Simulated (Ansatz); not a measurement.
Reaction (formal exchange of groups at the Si–O bond): `[SiH3]OC[SiH2]S` + `O=CC(O)F` → `OC(F)[SiH3]` + `O=COC[SiH2]S`

Gas-phase electronic energies from Ansatz, PBE0-D4/def2-TZVP geometries. CCSD(T)/CBS is the MP2 limit (def2-TZVPP, def2-QZVPP) plus CCSD(T) − MP2 in def2-TZVPP, frozen cores. Functionals use def2-TZVPP. B3LYP here is the variant with VWN-RPA as its local correlation; programs differ in this. One conformer a species, not always the lowest.

```
             level  ΔE (kcal/mol)  difference from CCSD(T)/CBS
            PBE-D4           11.5                         -5.3
          B3LYP-D4           15.0                         -1.8
           ωB97X-V           15.2                         -1.6
           ωB97M-V           15.8                         -1.0
            B2PLYP           15.8                         -1.0
            r2SCAN           13.6                         -3.2
              PBE0           13.5                         -3.3
     HF/def2-TZVPP           19.3                          2.5
    MP2/def2-TZVPP           17.4                          0.6
   CCSD/def2-TZVPP           17.7                          0.9
CCSD(T)/def2-TZVPP           16.9                          0.1
     HF/def2-QZVPP           19.6                          2.8
    MP2/def2-QZVPP           17.5                          0.7
SCS-MP2/def2-QZVPP           18.0                          1.2
      HF/CBS(def2)           19.6                          2.8
    CCSD/CBS(def2)           17.6                          0.8
       CCSD(T)/CBS           16.8                            0
```

Largest T1 diagnostic among the species: 0.015.

In def2-TZVPP, CCSD(T) changes the Hartree–Fock value by −2.5 kcal/mol (the triples alone add −0.8 kcal/mol) and MP2 by −1.9 kcal/mol. From PBE to PBE0 (25 % exact exchange), in def2-TZVPP and without D4, ΔE moves by +2.3 kcal/mol.
